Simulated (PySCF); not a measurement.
Zn(OH)(SH) (H₂OSZn), SMILES [Zn]([SH])[OH].

Coordinates come from a PBE0-D3(BJ)/def2-TZVP optimisation. One conformer was computed; it need not be the lowest.

All values below come from TDA-ωB97X/def2-SVPD (PySCF).

Vertical excitations. 

Computed excitation energies, oscillator strengths and character:
```csv
state,energy (eV),λ (nm),f,main pairs
S1,5.56,223,0.046,HOMO→LUMO 90 %
S2,6.26,198,0.032,"HOMO−1→LUMO 70 %, HOMO→LUMO+1 11 %"
S3,6.27,198,0.008,"HOMO→LUMO+1 61 %, HOMO−1→LUMO 12 %, HOMO→LUMO+4 12 %"
S4,6.80,182,0.017,"HOMO→LUMO+2 49 %, HOMO−2→LUMO 36 %"
S5,6.90,180,0.016,"HOMO→LUMO+4 38 %, HOMO→LUMO+3 28 %, HOMO→LUMO+1 21 %"
S6,7.17,173,0.119,"HOMO−3→LUMO 24 %, HOMO−1→LUMO+1 24 %, HOMO→LUMO+2 24 %, HOMO−2→LUMO 15 %"
S7,7.64,162,0.003,HOMO−1→LUMO+2 73 %
S8,7.66,162,0.046,"HOMO−2→LUMO+1 40 %, HOMO−3→LUMO 22 %, HOMO−1→LUMO+2 13 %, HOMO−2→LUMO+3 7 %"
S9,7.91,157,0.126,"HOMO−2→LUMO+1 32 %, HOMO−3→LUMO 23 %, HOMO−2→LUMO 8 %, HOMO→LUMO+2 7 %"
S10,7.98,155,0.199,"HOMO−2→LUMO+2 42 %, HOMO−1→LUMO+1 27 %"
T1,5.23,237,0,HOMO→LUMO 88 %
T2,5.91,210,0,HOMO−1→LUMO 83 %
T3,5.96,208,0,"HOMO→LUMO+1 44 %, HOMO→LUMO+4 30 %, HOMO→LUMO+3 15 %"
T4,6.26,198,0,HOMO−2→LUMO 75 %
```
Triplets are in the Tamm–Dancoff approximation.
